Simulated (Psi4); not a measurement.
Complex: CO (SMILES [C-]#[O+]) (first 2 atoms) with HBr (SMILES Br); geometry from B3LYP-D3(BJ)/def2-TZVP, rigid monomers moved along the line of their centres of mass till C1···H4 is 4.27 Å.
(charge 0, multiplicity 1):
```xyz
4

C      0.03242    -0.19635     0.46762
O     -0.00493    -0.11676    -0.65198
Br     0.17705    -0.58488     6.15271
H      0.14800    -0.48994     4.72673
```

Computed with SAPT0/aug-cc-pVDZ (Psi4).

Problem. Give the four SAPT terms and the total, and say what mostly holds the pair together.

Solution. electrostatics -0.20, exchange 0.01, induction -0.01, dispersion -0.09, total -0.30 kcal/mol; the largest attraction is electrostatics.
